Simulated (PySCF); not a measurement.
```xyz
4
charge 0 multiplicity 3, angstrom
Os    0.0000    0.0000    0.0051
O     0.0000    0.0000    1.6815
F     1.6804    0.0000   -0.7336
F    -1.6804    0.0000   -0.7336
```

All numbers come from UPBE0 in PySCF with Os def2-SVP with ECP60, O def2-SVP, F def2-SVP; scalar-relativistic core potentials, no spin–orbit coupling; density-fitted integrals.

This geometry of OsOF₂ is a stationary point at this level.

What is the point group?

C2v.

Is it a minimum?

Yes: all harmonic wavenumbers are real.

What are the dipole moment and the gap between the highest occupied and lowest empty levels of either spin?

0.90 D and 3.58 eV.

Give the ideal-gas entropy at 298.15 K and 1 bar by parts.

translation 177.5, rotation 101.0, vibration 28.8, spin 9.1; total 316.4 J/(mol K).

What is the atomisation energy, with and without zero-point energy?

1407 kJ/mol without, 1388 kJ/mol with.

Only a few start shapes were tried, so a lower isomer may exist. Open d and f shells are described by one determinant, and the ground state may have another occupation or spin. At this level a singlet minimum of C2v symmetry lies 4 kJ/mol below this structure. No spin–orbit coupling is included, which matters more the heavier the element.
